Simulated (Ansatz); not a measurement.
C2H4 (SMILES C=C), charge 0, multiplicity 1, relaxed at each level with Ansatz (a first-principles code); harmonic frequencies from differences of analytic forces, average atomic masses, frozen cores.

```csv
level,harmonic frequencies (cm⁻¹),ZPE (eV),cost over HF/def2-TZVPP (rough)
HF/def2-TZVPP,892 1085 1106 1141 1344 1475 1590 1818 3271 3292 3344 3373,1.471,×1
PBE/def2-TZVPP,805 935 939 1034 1201 1340 1424 1642 3061 3075 3135 3164,1.349,×0.8
PBE0/def2-TZVPP,827 980 986 1068 1239 1380 1467 1704 3144 3161 3223 3250,1.390,×0.8
wB97X-V/def2-TZVPP,834 992 1008 1071 1248 1387 1477 1720 3147 3167 3227 3252,1.397,×2
MP2/cc-pVTZ,828 959 983 1076 1246 1384 1485 1684 3179 3197 3267 3294,1.400,×2
CCSD(T)/cc-pVTZ,823 942 967 1047 1242 1369 1479 1671 3139 3157 3219 3246,1.382,×20
```

Measured: fundamentals as far as tabulated 3026, 1623, 1342, 1023, 2989, 1444, 940, 3105, 826, 3086, 1217, 949 cm⁻¹ [NIST CCCBDB]. Measured modes stand in the spectroscopists' order.

Doubts at one or more of the structures used: a restricted determinant that unrestricted orbitals would lower (CCSD(T)/cc-pVTZ).
